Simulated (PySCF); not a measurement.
C₁₁H₁₄.
Atom-mapped SMILES: `[CH3:1][CH2:2][CH2:3][C@@:4]12[CH:5]=[CH:6][C@@H:7]([CH:8]=[CH:9]1)[CH:10]=[CH:11]2` (hydrogens: H12, H13, H14 on C1; H15, H16 on C2; H17, H18 on C3; H19 on C5; H20 on C6; H21 on C7; H22 on C8; H23 on C9; H24 on C10; H25 on C11)

Structure used (PBE0-D3(BJ)/def2-SVP), in Å, numbered top down from 1:
```xyz
25
C11H14 angstrom
C     -3.5003    0.1584    0.3476
C     -2.0806   -0.2550   -0.0056
C     -1.0341    0.7197    0.5177
C      0.4115    0.3598    0.1938
C      0.8747   -0.9895    0.7648
C      2.1432   -1.2858    0.4934
C      2.8491   -0.2040   -0.3265
C      1.9955   -0.0102   -1.5814
C      0.7270    0.2849   -1.3083
C      2.6912    1.0890    0.4796
C      1.4209    1.3785    0.7481
H     -3.6385    0.2225    1.4390
H     -4.2405   -0.5580   -0.0395
H     -3.7446    1.1481   -0.0710
H     -1.8797   -1.2636    0.3933
H     -1.9849   -0.3486   -1.1005
H     -1.2408    1.7272    0.1151
H     -1.1341    0.8077    1.6141
H      0.1944   -1.6124    1.3487
H      2.6658   -2.1889    0.8124
H      3.8947   -0.4466   -0.5499
H      2.4243   -0.1035   -2.5803
H     -0.0481    0.4781   -2.0522
H      3.5566    1.6806    0.7819
H      1.0711    2.2485    1.3079
```

Level of theory: PBE0-D3(BJ)/def2-SVP geometry optimisation, gas phase in PySCF.

Masses are those of the commonest isotopes; rigid-rotor values at the optimised geometry. The values belong to one conformer with, in the numbering `[CH3:1][CH2:2][CH2:3][C@@:4]12[CH:5]=[CH:6][C@@H:7]([CH:8]=[CH:9]1)[CH:10]=[CH:11]2`, C1–C2–C3–C4 180°, C2–C3–C4–C5 -61°.

Q: Give the principal moments of inertia and the rotational constants in MHz.

A: Ia = 194.84, Ib = 697.44, Ic = 707.94 u·Å²; 505379 MHz·u·Å²/I gives A = 2594, B = 724.6, C = 713.9 MHz.

Q: Classify the top.

A: A near-prolate asymmetric top; Ray's κ = -0.989.

Q: What does the inertial defect say?

A: Not planar: Δ = Ic − Ia − Ib = -184.34 u·Å². For a rigid frame Δ = −2 Σ m c², so Σ m c² = 92.17 u·Å² lies off the ab plane: 20.78 from hydrogen and 71.39 from heavier atoms. The atom farthest from that plane is 2.00 Å away.

Q: Give the other two planar moments, Paa and Pbb, and the rms extents of the mass along the axes.

A: Paa = Σ m a² = (Ib + Ic − Ia)/2 = 605.27 and Pbb = Σ m b² = (Ia + Ic − Ib)/2 = 102.67 u·Å². With the mass M = 146.11 u, the rms extents √(P/M) along a, b and c are 2.04, 0.84, 0.79 Å.

The dipole components are |μa| = 0.10 D, |μb| = 0.02 D, |μc| = 0.00 D.

Q: Estimate the classical rotational partition function at 100 K, 200 K and 500 K.

A: Point group Cs, symmetry number σ = 1; q = (√π/σ)·√((kT/h)³/(ABC)), k/h = 20836.6 MHz/K: 146000 at 100 K, 412000 at 200 K, 1630000 at 500 K.

Stationary, but not proved a minimum. No vibrational averaging or centrifugal distortion is included, and the geometry carries the error of its method. A rigid rotor knows nothing of internal rotation, which can split or shift real lines.
